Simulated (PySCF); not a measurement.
**Electronic absorption of C6H7N**

Compound: C₆H₇N.
Geometry (GFN2-xTB, Å), atoms numbered from 1 in this order:
```
atom  x, y, z in Å
C1     0.5000    2.0180    0.8983
C2     0.1431    0.9702    0.4309
C3    -0.1364   -0.3109   -0.1399
C4    -1.5342   -0.6805   -0.3350
C5    -2.5579    0.1003   -0.0132
N6     0.7649   -1.1423   -0.4877
C7     2.1530   -0.8354   -0.3224
H8     0.7627    2.9471    1.3119
H9    -1.6773   -1.6585   -0.7713
H10   -3.5773   -0.2067   -0.1734
H11   -2.4091    1.0758    0.4221
H12    2.4362    0.0600   -0.8846
H13    2.4021   -0.6524    0.7277
H14    2.7297   -1.6853   -0.6857
```

Level of theory: TDDFT PBE0/def2-SVPD, vertical, gas phase, core orbitals frozen in the response (PySCF).

```csv
state,E (eV),ν̃ (cm⁻¹),f,|μ| (D),symmetry,"main configurations (H = HOMO, L = LUMO)"
S1,4.02,32440,0.0003,0.13,–,H-1→L (99%)
S2,5.30,42750,0.0019,0.30,–,H-3→L (95%)
S3,5.31,42830,0.338,4.10,A′,H→L (90%)
S4,5.65,45580,0.053,1.57,A′,H-2→L (90%)
S5,6.49,52350,0.0003,0.12,–,H-1→L+1 (99%)
S6,6.56,52900,0.0019,0.28,–,"H→L+2 (75%), H-2→L+2 (21%)"
```

Triplets (Tamm–Dancoff): T1 3.10 eV, H→L (92%); T2 3.27 eV, H-1→L (97%).

The lowest singlet comes at 308 nm (388 kJ/mol) in the ultraviolet; it is dark (f under 0.0005); its leading configuration is HOMO-1→LUMO (99%). The most intense listed level is S3 at 5.31 eV (234 nm, f = 0.338), 1.29 eV above S1. S2/S3 lie within about 0.01 eV of each other. Löwdin shares by element: HOMO carbon 51% or more, nitrogen 24% (atoms not listed hold the other 25%); LUMO carbon 44% or more, nitrogen 28% (atoms not listed hold the other 28%). Weighted by f, the mean energy of these states is 5.36 eV. Of the 6 states listed, 2 reach f = 0.01 and 2 stay under 0.0005. Orbital energies (eV): HOMO-3 -8.63, HOMO-2 -8.40, HOMO-1 -7.45, HOMO -7.39, LUMO -1.70, LUMO+1 0.27, LUMO+2 0.62. Symmetry labels in Cs follow from the direction of the transition dipole and are given only for states with f of 0.002 or more. The window holds the lowest 6 singlets.

Hardware: one thread, Arm Neoverse V1 (aarch64), no GPU, shared host with 32 logical CPUs at a one-minute load of 21. Cost: 23 s, 0.80 GiB resident at most.

One conformer stands for the species.
